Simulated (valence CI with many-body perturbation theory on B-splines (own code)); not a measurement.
# Questions on Hf39+

Method: relativistic CI+MBPT: five valence electrons over a frozen Dirac-Fock core [Ar] 3d10, a basis of 9 s, 9 p, 8 d, 6 f, 3 g, 1 h functions for each j, with the one-electron correlation potential Σ1 (screened to all orders), the two-electron term Σ2, the three-electron term Σ3, Breit, model QED; selected single and double excitations, second order for the rest, scaled by the run's own slope (own B-spline code, finite nucleus).

No measured spectrum was set against this ion. As an estimate, large intervals hold to a few tenths of a per cent, small ones and those within an open d or f shell to about a per cent. Among the levels kept, up to 760 cm⁻¹ of a level comes from second order outside the variational space, and about a tenth of that is noise between levels of different J, which matters for small intervals.

Levels are named by their leading jj configuration (3d3/2^4 stands for four electrons in 3d with j = 3/2), which in mixed levels can hold well under half, so a name can repeat and another be missing.

Rates and lifetimes use the calculated energies. Strong lines usually hold to 10 to 20 %, long lifetimes can be off by a factor of two.

Problem. What is the ground level?

Solution. (4s^2 4p1/2^2 4p3/2) J=3/2, composition 46 % 4s2 4p3 2P° + 27 % 4s2 4p3 4S° + 26 % 4s2 4p3 2D°, g = 1.370.

Problem. How well does LS coupling describe the low levels?

Solution. Among the lowest 20 levels the leading LS term, summed over configurations, holds 52 % on average. For single configurations the figures are 49 % in LS and 86 % in jj coupling. Terms mix most in the J = 5/2 level at 1947400 cm⁻¹, where the leading one holds 30 %.

Problem. Where does the other parity begin?

Solution. At (4s^2 4p1/2^2 4d3/2) J=3/2, 1182100 cm⁻¹.

Problem. Among levels below 2633900 cm⁻¹, which E1 lines absorb most strongly from the ground level?

Solution. to (4s^2 4p1/2 4p3/2 4d3/2) J=3/2 at 5.110 nm, f = 0.634; to (4s^2 4p1/2 4p3/2 4d3/2) J=5/2 at 5.135 nm, f = 0.629; to (4s^2 4p1/2^2 4d5/2) J=5/2 at 7.033 nm, f = 0.306.

Problem. What is the ionisation energy?

Solution. 1829.6 eV; NIST lists 1827 ± 4 eV (theoretical).

Problem. What are the static dipole polarisabilities of the lowest levels?

Solution. (4s^2 4p1/2^2 4p3/2) J=3/2 0.0410 (tensor 0.0027) bohr³, of which the core gives 0.00241.
